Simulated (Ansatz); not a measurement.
A nudged elastic band was laid between two geometries of CH7AsSeSi (11 atoms, charge 0, multiplicity 1).

These are results of Ansatz, RKS PBE-D4/def2-SVP, not measurements.

- movable images: 7
- climbing image: yes
- spring: 5.0 eV/Å²
- optimiser: quadratic models (default)
- start path: through a guess of the saddle point
- force threshold: 0.03 eV/Å
- iteration limit: 60
- end points: relaxed

Initial state:

```xyz
11
Properties=species:S:1:pos:R:3
C -0.790 1.217 0.102
Si 0.130 -0.184 -0.773
As 2.093 -0.928 0.376
Se -1.232 -2.014 -1.149
H -0.132 2.105 0.202
H -1.693 1.502 -0.475
H -1.105 0.902 1.117
H 0.527 0.229 -2.165
H 1.259 -1.153 1.655
H 2.443 0.508 0.826
H -1.435 -2.242 0.306
```

Final state:

```xyz
11
Properties=species:S:1:pos:R:3
C -0.780 1.106 0.223
Si 0.153 -0.330 -0.576
As 2.230 -0.869 0.482
Se -1.047 -2.303 -0.453
H -0.176 2.035 0.164
H -1.745 1.283 -0.296
H -0.991 0.885 1.288
H 0.455 0.002 -2.016
H 1.572 -0.765 1.873
H 2.603 0.629 0.514
H -2.208 -1.729 -1.182
```

(1) Which bonds break or form, and what moves?

(2) Give the energies along the band, and the barrier.

(3) What is the geometry of the highest image?

(4) What are the harmonic wavenumbers there?

Answers

(1) No bond is made or broken. The dihedral C1–Si2–Se4–H11 goes from -63 to 58°.

(2) It converged. The highest image is number 4 of 0 to 8, 0.052 eV above the first end and 0.023 eV above the last; the last end lies 0.029 eV above the first. A vibrational analysis at the climbing image gives one clearly imaginary mode, 141i cm⁻¹: a first-order saddle point.

| image | path coordinate (Å) | energy (eV) | dihedral C1–Si2–Se4–H11 (°) |
| --- | --- | --- | --- |
| 0 | 0.00 | 0.000 | -63 |
| 1 | 0.34 | 0.006 | -50 |
| 2 | 0.69 | 0.021 | -36 |
| 3 | 1.03 | 0.041 | -20 |
| 4 | 1.38 | 0.052 | -2 |
| 5 | 1.69 | 0.049 | 14 |
| 6 | 2.01 | 0.039 | 30 |
| 7 | 2.32 | 0.031 | 44 |
| 8 | 2.64 | 0.029 | 58 |

(3) 
```xyz
11
Properties=species:S:1:pos:R:3:forces:R:3
C -0.816 1.050 0.168 0.02 -0.01 0.00
Si 0.211 -0.264 -0.721 0.00 0.01 0.01
As 2.246 -0.860 0.385 0.00 -0.01 0.01
Se -1.028 -2.217 -0.926 -0.01 0.01 -0.01
H -0.225 1.984 0.264 -0.01 0.00 0.00
H -1.742 1.276 -0.398 -0.01 0.00 0.00
H -1.091 0.707 1.186 0.00 0.00 0.00
H 0.586 0.217 -2.100 0.00 0.00 0.00
H 1.499 -0.956 1.729 0.00 0.01 0.00
H 2.600 0.623 0.633 0.00 0.00 -0.01
H -2.175 -1.616 -0.198 0.01 -0.01 0.00
```

(4) 141i, 84, 136, 147, 178, 179, 314, 393, 540, 585, 606, 652, 726, 735, 795, 858, 947, 1206, 1377, 1380, 2105, 2131, 2144, 2358, 2975, 3078, 3086 cm⁻¹.

The run took 2.6 min on 2 threads of Arm Neoverse V1 (shared host), peak memory 0.2 GiB.
